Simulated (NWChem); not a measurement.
Basis-set convergence for H3BrSi

```xyz
5

Si     0.0365    -1.4706     0.0000
Br    -0.0188     0.7551     0.0000
H      0.7534    -1.9296     1.2215
H      0.7534    -1.9296    -1.2215
H     -1.3617    -1.9821     0.0000
```
Charge 0, spin multiplicity 1.

The numbers come from NWChem runs, not from measurements. All single points use one geometry, from PBE0/def2-SVP, a minimum by its harmonic frequencies.

Quantity: LUMO energy at the level B3LYP.

The Hamiltonian is non-relativistic. B3LYP has NWChem's definition, with VWN1-RPA local correlation. The structure started from a generated list of species.

```json
[
 {"basis": "STO-3G", "functions": "30", "LUMO energy (eV)": "4.31"},
 {"basis": "3-21G", "functions": "41", "LUMO energy (eV)": "-0.41"},
 {"basis": "def2-SVP", "functions": "65", "LUMO energy (eV)": "___"},
 {"basis": "def2-SVPD", "functions": "89", "LUMO energy (eV)": "___"},
 {"basis": "def2-TZVP", "functions": "103", "LUMO energy (eV)": "-0.61"},
 {"basis": "pcseg-2", "functions": "119", "LUMO energy (eV)": "-0.66"},
 {"basis": "def2-TZVPP", "functions": "132", "LUMO energy (eV)": "-0.62"},
 {"basis": "aug-cc-pVTZ", "functions": "178", "LUMO energy (eV)": "___"},
 {"basis": "cc-pVQZ", "functions": "217", "LUMO energy (eV)": "-0.75"},
 {"basis": "def2-QZVP", "functions": "235", "LUMO energy (eV)": "-0.75"}
]
```

### Question
Some entries are withheld; supply them.

### Answer

- def2-SVP, LUMO energy (eV): -0.25
- def2-SVPD, LUMO energy (eV): -0.79
- aug-cc-pVTZ, LUMO energy (eV): -0.89
